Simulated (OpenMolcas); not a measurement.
Au5+ in a point-charge field

Au5+ among 6 point charges of -1.5 e arranged as a tetragonal octahedron (D4h), 1.7 Å from the ion, with the axial distance 1.819 Å.

- Program: OpenMolcas
- Method: SS-CASPT2, IPEA 0.25 Eh, imaginary shift 0.1 Eh (closed shells correlated: 5s 5p)
- Basis: ANO-RCC-VDZP [7s6p4d2f]
- Scalar Hamiltonian: DKH2, point nucleus
- Active space: 6 electrons in 5 orbitals (5d)
- State averaging: 2S+1 = 5 even, 5 roots; 2S+1 = 3 even, 45 roots; 2S+1 = 1 even, 50 roots
- Spin-orbit coupling: state interaction with AMFI integrals over the reference wave functions

The lowest spin-free states (labels of D4, the rotations of D4h), above the lowest:

```
State  Degeneracy  E (cm-1)  Free-ion L (%)
   5E           2         0         D (100)
  5B2           1      2120         D (100)
  5A1           1      9020         D (100)
   3E           2     12480          H (50)
  5B1           1     13790         D (100)
  3A2           1     14450          H (52)
  3B2           1     14620          H (38)
  1A1           1     15000          G (51)
   3E           2     18330          H (65)
  3A2           1     20600          H (59)
   3E           2     21270          H (65)
   1E           2     22070          I (60)
   3E           2     22520          G (62)
  3B1           1     23140          G (45)
  1A2           1     23600          I (64)
  3B2           1     24320          H (52)
  3A2           1     24380          P (42)
   3E           2     24720          G (40)
  3A1           1     25550          H (65)
  1B2           1     27750          I (70)
```

The lowest levels with spin-orbit coupling:

```json
{"E (cm-1)": "0", "Degeneracy": "1", "Label": "B1", "2S+1": "5 (64 %)", "g": ""}
{"E (cm-1)": "54", "Degeneracy": "1", "Label": "A1", "2S+1": "5 (56 %)", "g": ""}
{"E (cm-1)": "720", "Degeneracy": "2", "Label": "E", "2S+1": "5 (65 %)", "g": "0.00 0.00 1.26"}
{"E (cm-1)": "1030", "Degeneracy": "1", "Label": "B2", "2S+1": "5 (77 %)", "g": ""}
{"E (cm-1)": "1670", "Degeneracy": "2", "Label": "E", "2S+1": "5 (81 %)", "g": "0.00 0.00 7.29"}
{"E (cm-1)": "2400", "Degeneracy": "1", "Label": "A1", "2S+1": "5 (64 %)", "g": ""}
{"E (cm-1)": "3330", "Degeneracy": "1", "Label": "A2", "2S+1": "5 (68 %)", "g": ""}
{"E (cm-1)": "7040", "Degeneracy": "2", "Label": "E", "2S+1": "5 (56 %)", "g": "0.00 0.00 3.08"}
{"E (cm-1)": "7250", "Degeneracy": "1", "Label": "B2", "2S+1": "5 (48 %)", "g": ""}
{"E (cm-1)": "9540", "Degeneracy": "1", "Label": "A2", "2S+1": "5 (86 %)", "g": ""}
{"E (cm-1)": "10630", "Degeneracy": "2", "Label": "E", "2S+1": "5 (87 %)", "g": "0.00 0.00 3.59"}
{"E (cm-1)": "12700", "Degeneracy": "1", "Label": "B1", "2S+1": "3 (51 %)", "g": ""}
{"E (cm-1)": "13030", "Degeneracy": "1", "Label": "A1", "2S+1": "3 (51 %)", "g": ""}
{"E (cm-1)": "15100", "Degeneracy": "1", "Label": "B2", "2S+1": "5 (78 %)", "g": ""}
{"E (cm-1)": "15140", "Degeneracy": "1", "Label": "A1", "2S+1": "5 (39 %)", "g": ""}
{"E (cm-1)": "15730", "Degeneracy": "2", "Label": "E", "2S+1": "5 (57 %)", "g": "0.00 0.00 1.76"}
{"E (cm-1)": "17530", "Degeneracy": "2", "Label": "E", "2S+1": "5 (44 %)", "g": "0.00 0.00 0.63"}
{"E (cm-1)": "18120", "Degeneracy": "1", "Label": "B1", "2S+1": "3 (58 %)", "g": ""}
{"E (cm-1)": "18450", "Degeneracy": "1", "Label": "A2", "2S+1": "3 (49 %)", "g": ""}
{"E (cm-1)": "19160", "Degeneracy": "1", "Label": "A1", "2S+1": "5 (50 %)", "g": ""}
```

Powder χT (cm3 K/mol): 0.0146 at 2 K, 0.0731 at 10 K, 0.369 at 50 K, 0.743 at 100 K, 1.48 at 200 K, 2.12 at 300 K. The effective moment at 300 K is 2.828 √(χT) = 4.12 μB.

Roots that are degenerate in the reference are averaged as groups; the widest CASPT2 spread within a group is 560 cm-1 (the 2-fold group of multiplicity 1 near 40600 cm-1 above the lowest state of its run). Shifts and gaps below about the spread of the groups concerned are not significant. Spin-orbit coupling mixes the spin-free states strongly: the lowest level takes only 57 % from its leading state, 5E. An orbital doublet at a regular site is open to a Jahn-Teller distortion, which this geometry leaves out. This shell can be high or low spin here, a state of another spin lies low, and with metal d orbitals alone active their balance is uncertain, so the ground spin may be wrong. Point charges give a weaker field than real ligands, and real ions of this kind are as a rule low spin; the high spin found here belongs to the model. Free-ion shares, where given, are those of the reference states; single-state CASPT2 does not remix them. This is an electrostatic model: the charges have no orbitals. No measured value stands beside these numbers.

With an even number of electrons the g values are those of a degenerate or nearly degenerate non-Kramers pair.
